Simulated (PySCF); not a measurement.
C₄H₈F₂O.
Structure used (PBE0-D3(BJ)/def2-SVP), in Å, numbered top down from 1:
```
atom  x, y, z in Å
C1     2.0167   -0.2350    0.0262
O2     0.7506   -0.7722    0.3294
C3    -0.3501   -0.1697   -0.2429
C4    -1.5618   -0.9960    0.1015
F5    -0.2060   -0.1675   -1.6217
C6    -0.4788    1.2877    0.1877
F7    -1.6778    1.8036   -0.2186
H8     2.7586   -0.9916    0.3138
H9     2.1191   -0.0303   -1.0510
H10    2.2310    0.6878    0.5946
H11   -2.4556   -0.5509   -0.3518
H12   -1.6892   -1.0458    1.1912
H13   -1.4106   -2.0118   -0.2864
H14   -0.4101    1.3418    1.2870
H15    0.3324    1.8840   -0.2601
```

Level: CAM-B3LYP/def2-SVPD in PySCF, non-relativistic, on one gas-phase PBE0-D3(BJ)/def2-SVP geometry that isn't relaxed in the solvent. The solvent is an IEF-PCM continuum (van der Waals radii × 1.2), and excitations are vertical TDDFT with non-equilibrium linear response and a frozen core. Specific hydrogen bonds and non-electrostatic terms are outside this model.

Gas-phase singlets (H = HOMO, L = LUMO):

```json
{"state": "S1", "E (eV)": "7.981", "λ (nm)": "155", "f": "0.004", "leading configuration": "H→L 89%"}
{"state": "S2", "E (eV)": "8.584", "λ (nm)": "144", "f": "0.006", "leading configuration": "H→L+2 47%"}
{"state": "S3", "E (eV)": "8.719", "λ (nm)": "142", "f": "0.028", "leading configuration": "H→L+1 62%"}
{"state": "S4", "E (eV)": "9.101", "λ (nm)": "136", "f": "0.003", "leading configuration": "H-1→L 70%"}
{"state": "S5", "E (eV)": "9.207", "λ (nm)": "135", "f": "0.017", "leading configuration": "H→L+3 54%"}
```

Q: What are the lowest 5 singlets in chloroform (ε = 4.711)?

A: 
```json
{"state": "S1", "E (eV)": "8.061", "λ (nm)": "154", "f": "0.004", "leading configuration": "H→L 81%", "change by rank (eV)": "+0.080"}
{"state": "S2", "E (eV)": "8.574", "λ (nm)": "145", "f": "0.009", "leading configuration": "H→L+2 35%", "change by rank (eV)": "-0.010"}
{"state": "S3", "E (eV)": "8.803", "λ (nm)": "141", "f": "0.039", "leading configuration": "H→L+1 44%", "change by rank (eV)": "+0.084"}
{"state": "S4", "E (eV)": "9.181", "λ (nm)": "135", "f": "0.003", "leading configuration": "H-1→L 70%", "change by rank (eV)": "+0.080"}
{"state": "S5", "E (eV)": "9.286", "λ (nm)": "134", "f": "0.019", "leading configuration": "H→L+3 71%", "change by rank (eV)": "+0.079"}
```

Q: How does the list change in tetrahydrofuran (ε = 7.426)?

A: 
```json
{"state": "S1", "E (eV)": "8.072", "λ (nm)": "154", "f": "0.004", "leading configuration": "H→L 80%", "change by rank (eV)": "+0.091"}
{"state": "S2", "E (eV)": "8.573", "λ (nm)": "145", "f": "0.009", "leading configuration": "H→L+2 32%", "change by rank (eV)": "-0.011"}
{"state": "S3", "E (eV)": "8.820", "λ (nm)": "141", "f": "0.038", "leading configuration": "H→L+1 40%", "change by rank (eV)": "+0.101"}
{"state": "S4", "E (eV)": "9.192", "λ (nm)": "135", "f": "0.003", "leading configuration": "H-1→L 70%", "change by rank (eV)": "+0.091"}
{"state": "S5", "E (eV)": "9.297", "λ (nm)": "133", "f": "0.018", "leading configuration": "H→L+3 73%", "change by rank (eV)": "+0.090"}
```

Q: The ground-state energy changes by -0.192 eV from gas to tetrahydrofuran. By how much does the total energy of gas-phase S5 change?

A: E(S5) = E(S0) + excitation energy, so it changes by -0.192 + 0.090 = -0.102 eV: it is lowered less than the ground state, which is what a blue shift means. This is the vertical state, with the slow part of the continuum still set for S0.

Q: How do the frontier levels move from gas to tetrahydrofuran?

A: 
```json
{"orbital": "LUMO+2", "gas (eV)": "2.08", "solvent (eV)": "2.18", "change (eV)": "+0.10"}
{"orbital": "LUMO+1", "gas (eV)": "1.73", "solvent (eV)": "1.89", "change (eV)": "+0.16"}
{"orbital": "LUMO", "gas (eV)": "1.19", "solvent (eV)": "1.38", "change (eV)": "+0.19"}
{"orbital": "HOMO", "gas (eV)": "-9.79", "solvent (eV)": "-9.69", "change (eV)": "+0.10"}
{"orbital": "HOMO-1", "gas (eV)": "-10.83", "solvent (eV)": "-10.75", "change (eV)": "+0.08"}
{"orbital": "HOMO-2", "gas (eV)": "-11.63", "solvent (eV)": "-11.54", "change (eV)": "+0.09"}
{"orbital": "HOMO-3", "gas (eV)": "-11.92", "solvent (eV)": "-11.82", "change (eV)": "+0.10"}
```

The HOMO–LUMO gap goes from 10.98 to 11.07 eV. Rows go by rank; for LUMO and LUMO+1 the atom shares or the degeneracy differ between the runs, so the row needn't follow one orbital.
